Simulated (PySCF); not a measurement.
Computed properties of B(CCH)2(OMe) (C5H5BO), SMILES C#CB(C#C)OC

B(CCH)2(OMe) (C5H5BO), SMILES O(C)B(C#C)C#C. Geometry: B3LYP-D3(BJ)/def2-SVP. One conformer was computed; it need not be the lowest. All values are computed for the isolated molecule unless a solvent is named; none is compared with measurement here.

**Structure.** The optimised structure has Cs symmetry. All 30 harmonic modes at B3LYP-D3(BJ)/def2-SVP (PySCF) are real, so it is a minimum. With heavy atoms numbered as in [B:1]([C:2]#[CH:3])([C:5]#[CH:6])[O:8][CH3:9], the shortest bond between them is C2–C3 at 1.217 Å and the longest B1–C5 at 1.541 Å.

**Vibrations.** The strongest infrared lines (harmonic, unscaled, degenerate partners summed) lie at 1390 cm⁻¹ (437 km/mol, B 35 %, H 26 %, O 25 %, C 13 %), 1131 cm⁻¹ (249 km/mol, B 70 %, C 17 %, H 13 %), 2180 cm⁻¹ (128 km/mol, C 89 %, H 9 %). The softest mode is at 75 cm⁻¹ and the zero-point energy is 53.6 kcal/mol.

**Electronic structure.** PBE0/def2-TZVP (PySCF) places the frontier levels at -7.96 and -1.67 eV, a gap of 6.29 eV, and gives a dipole moment of 1.44 D and a mean polarisability of 73.7 bohr³. PBE/def2-TZVP (PySCF) at the same geometry gives -6.73 and -2.54 eV, so its gap is 2.10 eV narrower. An orbital gap is neither the optical nor the fundamental gap.

**Excitations.** TDA-ωB97X/def2-SVPD (PySCF) has S1 at 5.00 eV (248 nm, f = 0.000, dark); the most intense of the 10 singlets computed lies at 8.35 eV (f = 0.64). T1 (TDA) is at 4.48 eV, 0.52 eV under S1. TDA-PBE/def2-SVPD (PySCF) puts S1 at 4.24 eV. No vertical singlet excitation falls in the visible range (under 3.1 eV).

**NMR.** GIAO shifts at HF/pcSseg-1 (PySCF) (non-relativistic, atoms alike by connectivity averaged): ¹³C from 55.1 to 110.6 ppm against TMS; ¹H from 3.6 to 4.2 ppm against TMS; ¹¹B at 15.3 ppm against BF3.
